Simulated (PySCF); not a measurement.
Computed IR spectrum (relative IR intensity) of a molecule C₃H₇BO₂. Geometry: PBE-D3(BJ)/def2-SVP. Other conformers were not sampled. Calculation: PBE-D3(BJ)/def2-SVP (PySCF 2.14.0). Frequencies are harmonic and unscaled.

ν (cm⁻¹): 733 (vw), 910 (w), 1116 (w), 1143 (w), 1217 (vs), 1275 (s), 1298 (m), 1363 (vw), 1389 (w), 1393 (w), 1798 (s), 2937 (m), 3082 (vw), 3087 (vw) (against the strongest line: vs over 80 %, s over 45 %, m over 15 %, w over 4 %, vw less)

Which structure fits?
(A) C[C@@H]1COB1O
(B) CB(C)OC=O
(C) CCB1OCO1
(D) OB1CCOC1

B, CB(C)OC=O
